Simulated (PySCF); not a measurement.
B(H)(vinyl)(NH2) (C2H6BN), SMILES C=CBN.

The structure is a stationary point at ωB97X-D3(BJ)/def2-SVP. The values are those of a single conformer.

These are TDDFT-PBE0/def2-SVPD run with PySCF 2.14.0 values and carry that method's errors.

Vertical excitations. The molecule is in vacuum.

Computed UV-visible absorptions:
```json
[
 {"state": "S1", "energy (eV)": "6.10", "λ (nm)": "203", "f": "0.172", "main pairs": "HOMO→LUMO 73 %, HOMO−1→LUMO 14 %"},
 {"state": "S2", "energy (eV)": "6.31", "λ (nm)": "197", "f": "0.051", "main pairs": "HOMO−1→LUMO 63 %, HOMO→LUMO 21 %, HOMO−2→LUMO 13 %"},
 {"state": "S3", "energy (eV)": "6.91", "λ (nm)": "180", "f": "0.012", "main pairs": "HOMO→LUMO+1 92 %"},
 {"state": "S4", "energy (eV)": "7.08", "λ (nm)": "175", "f": "0.053", "main pairs": "HOMO−2→LUMO 60 %, HOMO−1→LUMO 18 %, HOMO−3→LUMO 10 %"},
 {"state": "S5", "energy (eV)": "7.53", "λ (nm)": "165", "f": "0.008", "main pairs": "HOMO−3→LUMO 85 %"},
 {"state": "S6", "energy (eV)": "7.85", "λ (nm)": "158", "f": "0.104", "main pairs": "HOMO→LUMO+3 51 %, HOMO−2→LUMO+1 17 %, HOMO−1→LUMO+1 16 %, HOMO→LUMO+4 9 %"},
 {"state": "S7", "energy (eV)": "7.93", "λ (nm)": "156", "f": "0.021", "main pairs": "HOMO→LUMO+2 78 %, HOMO→LUMO+3 14 %"},
 {"state": "S8", "energy (eV)": "8.10", "λ (nm)": "153", "f": "0.019", "main pairs": "HOMO−1→LUMO+1 74 %"},
 {"state": "S9", "energy (eV)": "8.23", "λ (nm)": "151", "f": "0.013", "main pairs": "HOMO−2→LUMO+1 73 %"},
 {"state": "S10", "energy (eV)": "8.47", "λ (nm)": "146", "f": "0.161", "main pairs": "HOMO→LUMO+4 69 %, HOMO→LUMO+3 11 %"},
 {"state": "T1", "energy (eV)": "3.88", "λ (nm)": "319", "f": "0", "main pairs": "HOMO→LUMO 88 %"},
 {"state": "T2", "energy (eV)": "5.65", "λ (nm)": "220", "f": "0", "main pairs": "HOMO−1→LUMO 84 %"},
 {"state": "T3", "energy (eV)": "5.70", "λ (nm)": "218", "f": "0", "main pairs": "HOMO−2→LUMO 79 %"},
 {"state": "T4", "energy (eV)": "6.72", "λ (nm)": "185", "f": "0", "main pairs": "HOMO→LUMO+1 83 %"}
]
```
Triplets are in the Tamm–Dancoff approximation, which puts them higher than full response would, so one can lie above its singlet here.
